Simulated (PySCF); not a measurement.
CH₄ClNOSi₂.

```xyz
10

O      1.6133     0.0767    -1.3543
Si     0.4473     0.0354    -0.1824
Cl     1.3345    -0.3991     1.6456
N     -0.5271     1.5394    -0.0138
C     -1.7178     1.0975    -0.2725
Si    -1.6656    -0.7933    -0.6887
H      2.4695     0.4672    -1.1224
H     -2.5771     1.7948    -0.2404
H     -2.3994    -1.6990     0.2403
H     -2.0328    -1.1431    -2.0904
```
Charge 0, spin multiplicity 1.

Coordinates come from a TPSSh-D3(BJ)/def2-SVP optimisation. The structure was generated by enumeration; whether it is a known compound was not checked. Other conformers were not sampled.

Calculation: PBE/pcSseg-1 in PySCF. Non-relativistic, no solvent.

Computed absolute GIAO shielding of each atom: isotropic value and principal components (ppm):
| atom | σ(iso) | σ11 | σ22 | σ33 | span |
|---|---|---|---|---|---|
| O1 | 238.5 | 205.5 | 234.4 | 275.5 | 69.9 |
| Si2 | 334.3 | 289.4 | 350.3 | 363.3 | 74.0 |
| Cl3 | 803.9 | 664.3 | 766.0 | 981.3 | 317.1 |
| N4 | -321.0 | -822.6 | -243.9 | 103.3 | 926.0 |
| C5 | -35.0 | -161.4 | -69.2 | 125.6 | 287.0 |
| Si6 | 337.6 | 167.3 | 354.0 | 491.5 | 324.2 |
| H7 | 28.3 | 21.4 | 24.2 | 39.4 | 18.0 |
| H8 | 20.7 | 15.6 | 22.4 | 24.1 | 8.5 |
| H9 | 25.3 | 21.6 | 24.8 | 29.5 | 7.9 |
| H10 | 25.4 | 22.0 | 24.8 | 29.3 | 7.3 |
